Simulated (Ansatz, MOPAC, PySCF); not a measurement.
Complex: SiH4 (SMILES [SiH4]) (first 5 atoms) with C2H3N (SMILES CC#N); geometry from B3LYP-D3(BJ)/def2-TZVP.
(charge 0, multiplicity 1):
```xyz
11

Si     0.18319     0.13842     0.10815
H     -0.21476     0.16739    -1.31924
H     -0.23661    -1.15587     0.69275
H     -0.51449     1.23481     0.81860
H      1.64530     0.30295     0.22479
C     -1.41350    -0.09925     3.81063
C      0.03147    -0.01889     3.67730
N      1.17310     0.04482     3.55925
H     -1.85139     0.89643     3.73989
H     -1.82423    -0.72031     3.01438
H     -1.68007    -0.53553     4.77330
```

Monomers are frozen at their geometry in the pair; levels with a basis set take the counterpoise correction. Rows marked so take none.

Rows in STO-3G carry no dispersion term and start afresh at each structure. The state that PM6 reach isn't checked.

Programs: Ansatz (Gaussian basis) for Hartree–Fock, density functionals and correlated methods; MOPAC for PM6 (differences of heats of formation); PySCF for STO-3G rows, the dispersion terms. 

**Question.** One of these levels gives 2.3 kJ/mol for the interaction energy. Which one is it?
(A) PM6
(B) SVWN5/def2-TZVPPD
(C) HF/STO-3G (no counterpoise)
(D) BLYP-D3(BJ)/def2-TZVPPD

**Answer.** C, HF/STO-3G (no counterpoise). The others give -1.6 (PM6), -11.1 (SVWN5/def2-TZVPPD), -7.8 (BLYP-D3(BJ)/def2-TZVPPD)

Ansatz is a program for electronic structure.
